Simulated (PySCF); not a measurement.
## Two-component Hartree-Fock for Zr³⁰⁺ (zirconium, charge +30)

Start: [Ne]. Calculated with PySCF 2.14 in an uncontracted even-tempered set (18 s from 2.6 bohr⁻², ratio 2.6; 13 p from 3.4 bohr⁻², ratio 2.6; 6 d from 3.4 bohr⁻², ratio 2.8; 3 f from 87 bohr⁻², ratio 2.8): generalised Hartree-Fock with the X2C-1e Hamiltonian and a Gaussian nucleus; spin-orbit coupling (SO) screened by Boettger's factors.

```json
{"spinor shell": "1s1/2", "electrons": "2", "ε, screened SO (eV)": "-19709.0", "weight of nominal j (screened SO)": "1.000", "rms radius, screened SO (bohr)": "0.0426"}
{"spinor shell": "2s1/2", "electrons": "2", "ε, screened SO (eV)": "-4085.2", "weight of nominal j (screened SO)": "1.000", "rms radius, screened SO (bohr)": "0.172"}
{"spinor shell": "2p1/2", "electrons": "2", "ε, screened SO (eV)": "-3878.7", "weight of nominal j (screened SO)": "1.000", "rms radius, screened SO (bohr)": "0.150"}
```

Q: Where does 2p3/2 lie, and what is the 2p spin-orbit splitting (screened SO)?

A: At -3788.1 eV, 90.582 eV above 2p1/2.

```tsv
quantity	screened SO
E (hartree)	-2918.04160
M_J	0
⟨J²⟩	0.000
⟨L²⟩	0.002
⟨S²⟩	0.002
```

Breit and QED terms are absent; they matter most for the inner s and p1/2 levels.

Densities and radii are taken from the X2C orbitals without a picture-change correction, which distorts them close to the nucleus.
